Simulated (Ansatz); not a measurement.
Mo(NH)2(OH)(Me) (CH6MoN2O), SMILES [CH3][Mo](=[NH])(=[NH])[OH], multiplicity 1.

Geometry optimised at PBE-D3(BJ)/def2-SVP. The multiplicity is an assumed one; no other spin state was optimised. The structure was generated by enumeration; whether it is a known compound was not checked. The def2 effective core potentials stand for the cores of Mo; spin–orbit coupling is left out. Other conformers were not sampled.

Two levels are set side by side: PBE/def2-SVPD (Ansatz, a first-principles code) and PBE0/def2-SVPD (Ansatz). Energy differences of separate SCF runs at the same geometry; the states with an electron removed or added have multiplicity 2 and 2. Differences are taken from unrounded values.

| quantity | PBE |
|---|---|
| vertical ionisation energy (eV) | 9.25 |
| vertical singlet–triplet gap (eV) | 3.73 |

Task: These are the PBE values. What does PBE0 give? (Estimate from the structure and the level; the computed values follow.)

Result: 
| quantity | PBE0 | PBE minus PBE0 |
|---|---|---|
| vertical ionisation energy (eV) | 9.46 | -0.21 |
| vertical singlet–triplet gap (eV) | 3.54 | 0.19 |
